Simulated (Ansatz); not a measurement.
C$_{2}$H$_{6}$AlNOSi (`O=[CH][Al]1[NH][CH]1[SiH3]`) at its PBE0-D4/def2-TZVP geometry, where that method's forces vanish. Total charge 0; spin multiplicity 1.

| atom | x (Å) | y (Å) | z (Å) |
| --- | --- | --- | --- |
| O1 | 2.126 | 0.253 | -3.186 |
| C2 | 1.376 | -0.559 | -2.701 |
| Al3 | 0.791 | -0.243 | -0.796 |
| N4 | 0.843 | -0.827 | 0.819 |
| C5 | 0.177 | 0.540 | 0.854 |
| Si6 | -1.633 | 0.574 | 1.258 |
| H7 | 1.058 | -1.438 | -3.310 |
| H8 | 0.976 | -1.347 | 1.668 |
| H9 | 0.774 | 1.328 | 1.322 |
| H10 | -2.363 | -0.330 | 0.320 |
| H11 | -2.185 | 1.950 | 1.110 |
| H12 | -1.940 | 0.100 | 2.642 |

**Question.** For each bond, give half the difference of the two atoms' forces along it (eV/Å; positive pushes the atoms apart) under PBE-D4, r2SCAN-D4, B3LYP-D4, ωB97M-V in def2-TZVPP. (Estimate.)

**Answer.** Ansatz gave: 
```tsv
bond	length (Å)	PBE-D4	r2SCAN-D4	B3LYP-D4	ωB97M-V
O1–C2	1.207	0.92	0.43	0.32	0.28
C2–Al3	2.017	-0.42	-0.15	-0.13	-0.09
C2–H7	1.115	-0.03	-0.05	-0.11	-0.15
Al3–N4	1.718	0.31	0.11	0.12	0.08
Al3–C5	1.927	0.32	0.17	0.18	0.07
N4–C5	1.521	0.18	0.29	0.31	0.31
N4–H8	1.005	0.12	-0.05	-0.09	-0.12
C5–Si6	1.854	-0.02	-0.05	0.04	0.00
C5–H9	1.095	0.04	-0.07	-0.14	-0.12
Si6–H10	1.494	0.05	-0.03	-0.06	-0.08
Si6–H11	1.491	0.06	-0.02	-0.08	-0.10
Si6–H12	1.495	0.08	-0.01	-0.09	-0.13
```

B3LYP here is the variant with VWN-RPA as its local correlation; programs differ in this.
